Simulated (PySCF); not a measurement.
# Mass spectrum arithmetic for Mo(OMe)4

Species: Mo(OMe)4 (`C[O][Mo]([O]C)([O]C)[O]C`) [triplet].

Calculated from isotope tables alone.

Find the molar and monoisotopic masses of C4H12MoO4.

For C4H12MoO4, with standard atomic weights, 1 × 95.950 + 4 × 15.999 + 4 × 12.011 + 12 × 1.008 = 220.086 g/mol. From the most abundant isotopes (98Mo, 16O, 12C, 1H), 1 × 97.905408 + 4 × 15.994915 + 4 × 12.000000 + 12 × 1.007825 = 221.9790 u.

Work out the cluster of the singly charged cation M+, one line a nominal mass.

| nominal mass | m/z (centroid) | relative intensity |
| --- | --- | --- |
| 216 | 215.9798 | 60.0 |
| 217 | 216.9833 | 2.8 |
| 218 | 217.9782 | 37.9 |
| 219 | 218.9789 | 66.1 |
| 220 | 219.9779 | 70.8 |
| 221 | 220.9793 | 42.3 |
| 222 | 221.9785 | 100.0 |
| 223 | 222.9820 | 4.9 |
| 224 | 223.9805 | 39.8 |
| 225 | 224.9840 | 1.8 |
| 226 | 225.9850 | 0.4 |

Cut off at 0.1 %. One electron mass, 0.00055 u, is taken off. Abundances used (%; other tables differ somewhat): 92Mo 14.84, 94Mo 9.25, 95Mo 15.92, 96Mo 16.68, 97Mo 9.55, 98Mo 24.13, 100Mo 9.63; 16O 99.757, 17O 0.038, 18O 0.205; 12C 98.93, 13C 1.07; 1H 99.9885, 2H 0.0115.

What is the composition by mass?

Mo 43.60 %, O 29.08 %, C 21.83 %, H 5.50 %.

Count the protons, neutrons and electrons of the monoisotopic species, and give its exact less its nominal mass.

110 protons, 112 neutrons and 110 electrons; 221.9790 − 222 = -0.0210 u.

What share of all molecules is the monoisotopic species?

0.2413 × 0.99757^4 × 0.9893^4 × 0.999885^12 = 22.86 %.
